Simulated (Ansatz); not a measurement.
The cluster Ca2Te3, relaxed as a singlet with RKS PBE-D4/def2-SVP in Ansatz, starting from the GFN2-xTB geometry. Force threshold 0.02 eV/Å.

In the def2 sets Te takes a core potential; there is no spin–orbit coupling. The structure comes from a short search, and lower isomers may exist.

Start:

Cartesian coordinates in Å:
```
Ca 1.118 0.416 -1.369
Ca -1.633 -0.447 0.681
Te 1.627 -1.148 1.091
Te 0.442 1.367 1.747
Te -1.554 -0.187 -2.150
```

```tsv
step	energy (eV)	largest force component (eV/Å)	SCF passes
1	-58745.6215	0.372	18
2	-58745.7649	0.280	25
3	-58745.8055	0.188	20
4	-58745.8121	0.016	20
```

Force components are those of the run's own axes.

End:

```xyz
5

Ca    1.0418    0.5518   -1.2718
Ca   -1.4897   -0.6000    0.6545
Te    1.4627   -1.2230    1.1922
Te    0.5748    1.4504    1.6212
Te   -1.5896   -0.1793   -2.1961
```

By distances, no bond broke or formed. The bond that changes most is Ca2–Te3, from 3.36 to 3.06 Å (atoms count from 1). The end is the same structure that another start reached, the lowest one found.

No frequencies were taken in this run, so the end may be a saddle point.

Run time 18 s (4 threads of Intel Xeon on a shared host).
